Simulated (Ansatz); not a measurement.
The inner images of a band of BFH2O2 + ClH (8 atoms, charge 0, multiplicity 1) are given out of order.

These are results of Ansatz 0.2.0, RKS PBE/def2-SVP, not measurements.

Image 0:

```xyz
8
Properties=species:S:1:pos:R:3
B -0.016 -0.418 -0.645
F 1.120 0.116 -0.084
O -0.626 0.222 -1.675
O -0.517 -1.591 -0.182
H 0.551 1.090 1.534
Cl -0.339 1.476 2.403
H -0.166 1.044 -1.920
H -0.006 -1.938 0.570
```

Image 8:

```xyz
8
Properties=species:S:1:pos:R:3
B -0.536 -0.268 -0.297
F 2.069 0.571 0.521
O -0.522 0.276 -1.534
O -0.395 -1.603 -0.135
H 1.321 0.868 1.012
Cl -0.868 0.795 1.165
H -0.634 1.242 -1.528
H -0.434 -1.880 0.796
```

Problem. Put them in order from the first end to the last, with their energies above the first end.
A.
```xyz
8
Properties=species:S:1:pos:R:3
B 0.045 -0.362 -0.512
F 1.307 0.069 -0.100
O -0.622 0.349 -1.455
O -0.454 -1.543 -0.066
H 0.618 0.923 1.200
Cl -0.556 1.165 1.750
H -0.248 1.234 -1.603
H -0.089 -1.836 0.785
```
B.
```xyz
8
Properties=species:S:1:pos:R:3
B 0.000 -0.416 -0.595
F 1.203 0.039 -0.104
O -0.648 0.292 -1.555
O -0.521 -1.582 -0.137
H 0.564 1.062 1.434
Cl -0.434 1.464 2.170
H -0.182 1.114 -1.783
H 0.017 -1.974 0.571
```
C.
```xyz
8
Properties=species:S:1:pos:R:3
B -0.483 -0.239 -0.256
F 1.834 0.457 0.341
O -0.485 0.309 -1.492
O -0.345 -1.575 -0.095
H 1.187 0.809 0.938
Cl -0.884 0.809 1.221
H -0.486 1.280 -1.492
H -0.339 -1.850 0.836
```
D.
```xyz
8
Properties=species:S:1:pos:R:3
B 0.025 -0.395 -0.562
F 1.268 0.027 -0.133
O -0.645 0.332 -1.492
O -0.505 -1.546 -0.080
H 0.581 0.997 1.323
Cl -0.515 1.312 1.960
H -0.200 1.173 -1.693
H -0.009 -1.899 0.678
```
E.
```xyz
8
Properties=species:S:1:pos:R:3
B -0.360 -0.210 -0.237
F 1.576 0.350 0.217
O -0.516 0.333 -1.468
O -0.333 -1.554 -0.075
H 1.037 0.771 0.912
Cl -0.800 0.856 1.320
H -0.361 1.289 -1.519
H -0.244 -1.834 0.850
```
F.
```xyz
8
Properties=species:S:1:pos:R:3
B -0.163 -0.231 -0.296
F 1.393 0.256 0.117
O -0.555 0.348 -1.457
O -0.357 -1.552 -0.067
H 0.854 0.773 0.947
Cl -0.666 0.951 1.455
H -0.312 1.283 -1.547
H -0.194 -1.828 0.849
```
G.
```xyz
8
Properties=species:S:1:pos:R:3
B -0.014 -0.292 -0.403
F 1.336 0.156 -0.008
O -0.593 0.354 -1.443
O -0.401 -1.545 -0.060
H 0.709 0.840 1.067
Cl -0.578 1.038 1.567
H -0.295 1.271 -1.558
H -0.164 -1.823 0.839
```

Solution. B (+0.9 kJ/mol), D (+6.1 kJ/mol), A (+22.4 kJ/mol), G (+68.7 kJ/mol), F (+111.3 kJ/mol), E (+82.3 kJ/mol), C (+60.0 kJ/mol).

Run time: 2.8 min on 2 threads of Arm Neoverse N1, with other jobs on the host, peak memory 0.14 GiB.
